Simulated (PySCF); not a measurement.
## Frontier levels across methods

Species: CF3C(O)NH2, C2H2F3NO.
Geometry (PBE0-D3(BJ)/def2-SVP, Å), atoms numbered from 1 in this order:
```xyz
9
C2H2F3NO angstrom
N      1.2053   -0.6461   -0.1666
C      0.4827    0.4500    0.1375
O      0.9176    1.5186    0.4866
C     -1.0446    0.2414    0.0482
F     -1.6091    1.2366   -0.6138
F     -1.5635    0.1942    1.2695
F     -1.3593   -0.9069   -0.5747
H      2.2138   -0.5844   -0.1107
H      0.7707   -1.4969   -0.4940
```

Basis pcSseg-2 throughout (PySCF), one geometry. One conformer (not necessarily the lowest) at the PBE0-D3(BJ)/def2-SVP geometry, without solvent, vibrations or thermal averaging.

Q: How do the orbital energies, the gap and the dipole change with the method?

A: 
```
   method                    kind  HOMO (eV)  LUMO (eV)  gap (eV)  μ (D)  SCF cycles
    B97-D                     GGA      -6.71      -1.52      5.20   3.90          17
     BP86                     GGA      -6.80      -1.70      5.10   3.90          16
      LDA                     LDA      -6.91      -1.92      4.98   3.99          16
    B3LYP           global hybrid      -8.18      -0.83      7.35   4.00          15
 mPW1PW91           global hybrid      -8.45      -0.55      7.90   4.00          15
BHandHLYP           global hybrid     -10.15       0.63     10.78   4.10          13
  LC-wPBE  range-separated hybrid     -11.25       1.90     13.15   4.01          15
       HF            Hartree–Fock     -12.27       2.33     14.60   4.19          12
```

The HOMO spans 5.56 eV, from B97-D down to HF, and the gap runs from 4.98 eV (LDA) to 14.60 eV (HF). Over the methods B97-D (0 %), BP86 (0 %), LDA (0 %), B3LYP (20 %), mPW1PW91 (25 %), BHandHLYP (50 %), HF (100 %), a straight line through the gap against the share of exact exchange rises by 0.97 eV for each 10 % (correlation coefficient 0.995). The dipole ranges from 3.90 D (BP86) to 4.19 D (HF). This basis has no diffuse functions.

The vertical ΔSCF ionisation energy at CAM-B3LYP/def2-SVPD is 11.06 eV; −ε(HOMO) comes closest to it with LC-wPBE (11.25 eV).
